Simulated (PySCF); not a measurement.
Isomers of C5H7ClN2Si, mass 158.007 u with the commonest isotopes. Theory: CAM-B3LYP/def2-SVPD in PySCF (dipole) on a GFN2-xTB geometry, gas phase. One conformer each, none proved a minimum here; rigid rotors.

**Question.** Order these by out-of-plane moment Σ m c² = (Ia + Ib − Ic)/2, largest first.
A. `Cc1cnnc([SiH3])c1Cl`
B. `[CH2:1]=[CH:2][c:3]1[cH:4][n:5][c:6]([Cl:7])[n:8]1[SiH3:9]` with C1–C2–C3–C4 -1°
C. `[CH2:1]=[N:2][c:3]1[cH:4][cH:5][n:6]([SiH2:7][Cl:8])[cH:9]1` with C1–N2–C3–C4 -12°, C5–N6–Si7–Cl8 166°

**Answer.** C (5.71 u·Å²), A (4.44 u·Å²), B (3.04 u·Å²).

**Question.** Order these by rotational constant C, largest first.
A. `Cc1cnnc([SiH3])c1Cl`
B. `[CH2:1]=[CH:2][c:3]1[cH:4][n:5][c:6]([Cl:7])[n:8]1[SiH3:9]` with C1–C2–C3–C4 -1°
C. `[CH2:1]=[N:2][c:3]1[cH:4][cH:5][n:6]([SiH2:7][Cl:8])[cH:9]1` with C1–N2–C3–C4 -12°, C5–N6–Si7–Cl8 166°
D. `[CH2:1]=[CH:2][c:3]1[n:4][cH:5][cH:6][n:7]1[SiH2:8][Cl:9]` with C1–C2–C3–N4 -3°, C6–N7–Si8–Cl9 1°

**Answer.** A (674.7 MHz), B (631.4 MHz), D (574.9 MHz), C (502.9 MHz).

**Question.** Order these by rotational constant B, smallest first.
A. `[CH2:1]=[CH:2][c:3]1[cH:4][n:5][c:6]([Cl:7])[n:8]1[SiH3:9]` with C1–C2–C3–C4 -1°
B. `[CH2:1]=[N:2][c:3]1[cH:4][cH:5][n:6]([SiH2:7][Cl:8])[cH:9]1` with C1–N2–C3–C4 -12°, C5–N6–Si7–Cl8 166°
C. `Cc1cnnc([SiH3])c1Cl`
D. `[CH2:1]=[CH:2][c:3]1[n:4][cH:5][cH:6][n:7]1[SiH2:8][Cl:9]` with C1–C2–C3–N4 -3°, C6–N7–Si8–Cl9 1°

**Answer.** B (596.0 MHz), D (751.1 MHz), A (893.6 MHz), C (1167 MHz).

```
              SMILES  point group  Ia (u·Å²)  Ib (u·Å²)  Ic (u·Å²)      κ  μa (D)  μb (D)  μc (D)
C=Cc1cnc(Cl)n1[SiH3]            –     240.94     565.55     800.42  -0.64    1.24    3.27    0.00
C=Nc1ccn([SiH2]Cl)c1           C1     168.39     847.96    1004.93  -0.93    0.79    2.38    0.28
  C=Cc1nccn1[SiH2]Cl      near Cs     212.52     672.84     879.09  -0.80    1.81    1.77    0.04
 Cc1cnnc([SiH3])c1Cl           Cs     324.78     433.12     749.02   0.12    2.01    3.02    0.00
```
